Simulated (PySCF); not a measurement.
C3H7B.
SMILES: `BCC=C`

All values: wB97X-D/def2-SVPD (PySCF, non-relativistic), on one gas-phase PBE0-D3(BJ)/def2-SVP geometry that isn't relaxed in the solvent. The solvent is an IEF-PCM continuum (cavity from Bondi-type radii × 1.2), and excitations are vertical TDDFT with non-equilibrium linear response and a frozen core. Only the electrostatic response of the medium enters.

Gas-phase singlets (H = HOMO, L = LUMO):

```csv
state,E (eV),λ (nm),f,leading configurations
S1,5.399,230,0.007,H→L 90%
S2,6.130,202,0.001,H-1→L 88%
S3,7.137,174,0.036,"H-2→L 54%, H→L+1 17%, H-3→L 12%"
S4,7.271,171,0.286,"H→L+1 62%, H-2→L 15%"
S5,7.397,168,0.177,"H→L+2 72%, H→L+3 17%"
```

How does the list change in cyclohexane (ε = 2.017)?

```tsv
state	E (eV)	λ (nm)	f	leading configurations	change by rank (eV)
S1	5.416	229	0.009	H→L 89%	+0.017
S2	6.127	202	0.001	H-1→L 87%	-0.003
S3	7.081	175	0.440	H→L+1 69%, H→L+2 12%	-0.056
S4	7.165	173	0.110	H-2→L 54%, H→L+2 15%, H-3→L 13%	-0.106
S5	7.368	168	0.061	H→L+2 45%, H→L+3 28%, H-2→L 8%	-0.029
```

How does the list change in chloroform (ε = 4.711)?

| state | E (eV) | λ (nm) | f | leading configurations | change by rank (eV) |
| --- | --- | --- | --- | --- | --- |
| S1 | 5.442 | 228 | 0.009 | H→L 89% | +0.043 |
| S2 | 6.146 | 202 | 0.001 | H-1→L 87% | +0.016 |
| S3 | 7.082 | 175 | 0.485 | H→L+1 72%, H→L+2 14% | -0.055 |
| S4 | 7.178 | 173 | 0.075 | H-2→L 56%, H-3→L 14%, H→L+2 13% | -0.093 |
| S5 | 7.392 | 168 | 0.060 | H→L+2 43%, H→L+3 31%, H-2→L 9% | -0.005 |

The ground-state energy changes by -0.057 eV from gas to chloroform. By how much does the total energy of gas-phase S1 change?

E(S1) = E(S0) + excitation energy, so it changes by -0.057 + 0.043 = -0.014 eV: it is lowered less than the ground state, which is what a blue shift means. This is the vertical state, with the slow part of the continuum still set for S0.

How do the frontier levels move from gas to chloroform?

```csv
orbital,gas (eV),solvent (eV),change (eV)
LUMO+2,2.32,2.38,+0.06
LUMO+1,2.02,2.08,+0.06
LUMO,0.69,0.79,+0.10
HOMO,-9.12,-9.09,+0.03
HOMO-1,-11.09,-11.01,+0.08
HOMO-2,-11.75,-11.67,+0.08
HOMO-3,-12.09,-12.01,+0.08
```

The HOMO–LUMO gap goes from 9.80 to 9.88 eV.

The values belong to the conformer `[BH2:1][CH2:2][CH:3]=[CH2:4]`: B1–C2–C3–C4 -130°.

wB97X-D is run here without its empirical dispersion term; that term would change no orbital, density or response property at a fixed geometry.
